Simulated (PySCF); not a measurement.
Gas-phase reaction: GaH₃.NH₃ + 2 GaCl₃ = GaCl₂NH₂ + 2 H + 2 GaHCl₂

Method: PySCF energies plus ideal-gas RRHO corrections (1 bar). † marks an energy on the PBE0/def2-TZVP geometry and frequencies. CCSD(T) freezes the core. Open shells (unrestricted): H (multiplicity 2); the rest are closed-shell singlets. Ga: all electrons, no relativistic terms. Adducts (GaH₃.NH₃) have no counterpoise correction, and HF, PBE, BLYP, B3LYP and PBE0 lack dispersion. GaH₃.NH₃, GaCl₂NH₂, GaHCl₂: computed as isolated molecules; such fragments, hydroxides, amides, oligomers or adducts are transient or little studied in the gas. CCSD(T) isn't extrapolated to the basis-set limit.

PBE0/def2-QZVP† gives ΔH°(298 K) = 429 kJ.

**Question.** What do CCSD(T)/def2-SVP†, PBE/def2-TZVP†, BLYP/def2-TZVP† give?

**Answer.** CCSD(T)/def2-SVP†: 449 kJ; PBE/def2-TZVP†: 425 kJ; BLYP/def2-TZVP†: 428 kJ. For scale, ΔH°(298 K) is 429 kJ at this level, 445 kJ at ωB97M-V/def2-TZVP†, and runs from 335 to 527 kJ over the 20 levels computed.
